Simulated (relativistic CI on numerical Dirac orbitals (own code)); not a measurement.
**Transition arrays of Pd5+**

Method of calculation: Dirac-Coulomb-Breit CI, KLI orbitals optimised for each configuration, model QED, valence Slater integrals scaled by 0.9, whole transition arrays (own radial code, finite nucleus).

Configurations in the expansion (outside the closed core [Ar] 3d10 4s2): 4p6 4d5, 4p6 4d4 4f, 4p5 4d6, 4p6 4d4 5p, 4p6 4d4 5f. Levels of other configurations are missing.

All E1 lines from the levels of 4p6 4d5; mean and standard deviation are weighted by gf, and upper levels are sorted by their leading configuration.

| Upper configuration | Lines | Σgf | Mean (eV) | Mean (nm) | σ (eV) | Strongest line (nm) |
| --- | --- | --- | --- | --- | --- | --- |
| 4p6 4d4 4f | 5614 | 353.8 | 47.73 | 25.976 | 2.23 | 24.599 |
| 4p5 4d6 | 2411 | 1233.9 | 66.31 | 18.698 | 6.21 | 18.387 |
| 4p6 4d4 5p | 3245 | 170.5 | 31.76 | 39.038 | 1.47 | 38.065 |
| 4p6 4d4 5f | 6160 | 1123.1 | 64.46 | 19.233 | 3.18 | 19.195 |

Σgf per state of the lower configuration in bins of 0.5 nm over the central range (centre: value): 17.25: 0.67, 17.75: 1.13, 18.25: 1.96, 18.75: 2.63, 19.25: 1.23, 19.75: 0.32, 20.25: 0.12, 20.75: 0.09, 21.25: 0.18, 21.75: 0.17, 22.25: 0.16, 22.75: 0.15, 23.25: 0.17, 23.75: 0.12, 24.25: 0.14, 24.75: 0.21, 25.25: 0.15, 25.75: 0.39, 26.25: 0.27, 26.75: 0.26, 27.25: 0.10, 27.75: 0.05, 28.25: 0.03, 37.75: 0.06, 38.25: 0.10, 38.75: 0.11.

(1) How do configuration mixing and the scaling of the Slater integrals move the arrays?

Results:

(1) Slater scale 0.9, no configuration mixing: 4p6 4d4 4f 50.9 ± 2.0 eV (Σgf 1311.9), 4p5 4d6 63.0 ± 5.0 eV (Σgf 848.4), 4p6 4d4 5p 31.8 ± 1.4 eV (Σgf 197.2), 4p6 4d4 5f 60.5 ± 1.7 eV (Σgf 211.7); Slater scale 1: 4p6 4d4 4f 48.0 ± 2.6 eV (Σgf 327.8), 4p5 4d6 67.9 ± 6.0 eV (Σgf 1303.6), 4p6 4d4 5p 31.8 ± 1.6 eV (Σgf 168.6), 4p6 4d4 5f 64.8 ± 3.9 eV (Σgf 1132.4); Slater scale 0.8: 4p6 4d4 4f 47.6 ± 1.8 eV (Σgf 409.2), 4p5 4d6 65.1 ± 5.8 eV (Σgf 1134.3), 4p6 4d4 5p 31.7 ± 1.3 eV (Σgf 172.5), 4p6 4d4 5f 64.0 ± 2.6 eV (Σgf 1114.3). With mixing, levels are counted to their leading configuration, so an array can shrink or vanish into another, and the sums then hold other lines.
